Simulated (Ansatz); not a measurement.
C2H8ClNOSi, SMILES `CN[SiH](Cl)OC`, charge 0, multiplicity 1.

Task: Give a relaxed structure at PBE0-D4/def2-TZVP (Ansatz). (Estimate.)

Result: The calculation gave: 
Z-matrix (Å, degrees):
```
C
N 1 1.448
H 1 1.093 2 109.6
H 1 1.093 2 111.0 3 -118.1
H 1 1.096 2 113.0 3 119.7
Si 2 1.687 1 123.9 3 -25.2
H 2 1.007 1 114.9 3 173.0
O 6 1.632 2 112.3 1 -66.5
Cl 6 2.058 2 107.1 1 173.6
H 6 1.481 2 111.7 1 55.0
C 8 1.410 6 123.6 2 174.5
H 11 1.096 8 111.7 6 -46.5
H 11 1.094 8 110.9 6 74.8
H 11 1.091 8 108.2 6 -165.9
```
This is one stationary point; other conformers may exist.
